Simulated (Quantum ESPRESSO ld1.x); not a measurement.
Task: These are the eigenvalues of the occupied orbitals of an atom or ion with whole-number occupations (eV). All-electron calculation, scalar-relativistic Kohn-Sham, revPBE, spin-unpolarised, spherical densities, point nucleus. Program: ld1.x of Quantum ESPRESSO 7.5.

orbital  eigenvalue
1s         -43428.1
2s         -7044.02
2p         -6298.59
3s         -1547.49
3p         -1312.46
3d         -986.690
4s         -326.755
4p         -249.646
4d         -140.023
5s         -60.4208
5p         -41.1000
4f         -23.6683
6p         -11.7928

Which element is it, and in what charge state? The configuration may be excited.

Result: Z = 60, neodymium, charge +2: Nd2+ in [Xe] 4f3 6p1. The list shows which subshells hold electrons but not how many an open one holds; the 1s level, -1596 hartree, gives Z - s = 56.5 by -(Z - s)^2/2, which with screening and relativity narrows Z to a few neighbours, and the depths of the outer levels then fix element, charge and occupations together.
